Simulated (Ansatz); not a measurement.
Basis-set extrapolation for `C=NC(F)[SiH3]` (PBE0-D4/def2-TZVP geometry, frozen core, Ansatz 0.2.0). Multiplicity 1, RHF reference.

```csv
,def2-TZVPP,def2-QZVPP
HF,-522.116222,-522.135597
MP2 correlation,-0.902611,-0.971373
CCSD(T) correlation,-0.981014,not run
```

Energies in hartree. Use E(X) = E(∞) + A·exp(−7.88·√X) for Hartree–Fock and E(X) = E(∞) + B·X^(−2.97) for correlation, with X = 3 and 4, and add CCSD(T) minus MP2 of the smaller set to the MP2 limit.

Problem. What is the CCSD(T) energy at the basis-set limit?

Solution. HF limit: -522.135597 + (-0.019375) × 0.13774 = -522.13827. MP2 limit: -0.971373 + (-0.068762) × 0.74074 = -1.02231. Higher-order term: -0.981014 − (-0.902611) = -0.07840. Total: -523.23898 hartree, 3.86 eV below CCSD(T)/def2-TZVPP.
